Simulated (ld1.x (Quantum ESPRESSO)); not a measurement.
# Hg (Z = 80), RRKJ: configuration errors across variants

```
Element                 : Hg (Z = 80)
Generator               : ld1.x (Quantum ESPRESSO) 7.5
Type                    : norm-conserving RRKJ (Kleinman–Bylander form)
Functional              : PBE
Relativity              : fully relativistic
Frozen core             : [Kr] 4d10 4f14
Valence charge          : 20
Reference configuration : 5s2 5p6 5d10 6s0 6p0 (charge +2)
Partial waves           : 5s (bound): rc 1.60 bohr; 5d (bound): rc 1.25 bohr; 5p (bound): rc 1.20 bohr
Local potential         : the p channel
Core correction         : Bessel-smoothed model core inside 0.60 bohr
```

Open shells are filled in proportion to 2j + 1 (rel_dist='average').

All-electron excitation energies from the reference (eV): (1) 5s2 5p6 5d10 6s2 6p0 -29.686; (2) 5s2 5p6 5d10 6s1 6p0 -18.985; (3) 5s2 5p6 5d9 6s0 6p0 35.530; (4) 5s2 5p6 5d10 6s0 6p1 -11.676; (5) 5s2 5p5 5d10 6s2 6p0 44.856; (6) 5s1 5p6 5d10 6s2 6p0 95.632; (7) 5s2 5p6 5d10 6s0 6p2 -17.274.

The file “base” misses its own reference levels by 12.8 eV. The file “core correction none” misses its own reference levels by 12.8 eV. The file “core correction Bessel-smoothed model core inside 0.58 bohr” misses its own reference levels by 12.8 eV. The file “core correction Bessel-smoothed model core inside 0.94 bohr” misses its own reference levels by 12.8 eV. The file “core correction Bessel-smoothed model core inside 1.24 bohr” misses its own reference levels by 12.8 eV. The file “core correction Bessel-smoothed model core inside 1.36 bohr” misses its own reference levels by 12.8 eV.

Errors AE − PS in meV (a dash: test not solved or not reliable):

| change | (1) | (2) | (3) | (4) | (5) | (6) | (7) | bound ghosts |
| --- | --- | --- | --- | --- | --- | --- | --- | --- |
| base | +3827 | +2304 | -1.8 | +28 | +6157 | +5565 | +14 | not determined |
| core correction none | +3902 | +2331 | -1.2 | +28 | +6281 | +5594 | +15 | not determined |
| core correction Bessel-smoothed model core inside 0.58 bohr | +3827 | +2304 | -1.8 | +28 | +6157 | +5565 | +14 | not determined |
| core correction Bessel-smoothed model core inside 0.94 bohr | +3832 | +2306 | -1.7 | +28 | +6164 | +5565 | +14 | not determined |
| core correction Bessel-smoothed model core inside 1.24 bohr | +3843 | +2310 | -2.1 | +28 | +6176 | +5573 | +14 | not determined |
| core correction Bessel-smoothed model core inside 1.36 bohr | +3851 | +2313 | -2.4 | +28 | +6190 | +5579 | +14 | not determined |

(1) Give the same row for: core correction Bessel-smoothed model core inside 0.86 bohr.

Answers

(1) +3830, +2305, -1.7, +28, +6161, +5565, +14; bound ghosts: not determined.
